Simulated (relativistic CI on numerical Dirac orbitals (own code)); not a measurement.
Pd⁵⁺ (4d5) in a crystal field

Calculated by Dirac-Coulomb-Breit CI, separate exchange-only KLI orbitals for each configuration, model QED, one configuration in a parametric crystal field, unscaled Slater integrals (own radial code). With so little scaling, terms lie 10 to 35 % too far apart, which can change the order of excited levels.

Field parameters in Wybourne normalisation: D3d B²₀ = −7Dσ, B⁴₀ = −14Dq − 21Dτ, B⁴₃ = −14√(10/7) Dq. The field is a parameter set, without covalency.

S is read from ⟨S²⟩ = S(S + 1).

Levels (cm⁻¹, degeneracy): 0 (2), 3646 (2), 4875 (2), 23075 (2), 23162 (2), 23748 (2), 24713 (2), 25154 (2), 25617 (2), 31612 (2), 31616 (2), 31775 (2).

Q: Which field gives this pattern?
A. D3d, 10Dq = 43650, Dσ = -330, Dτ = -240 cm⁻¹
B. D3d, 10Dq = 43650, Dσ = -110, Dτ = -240 cm⁻¹
C. D3d, 10Dq = 43650, Dσ = 980, Dτ = -240 cm⁻¹
D. D3d, 10Dq = 43650, Dσ = -760, Dτ = -240 cm⁻¹

A: A. D3d, 10Dq = 43650, Dσ = -330, Dτ = -240 cm⁻¹, ground level with S = 0.53.
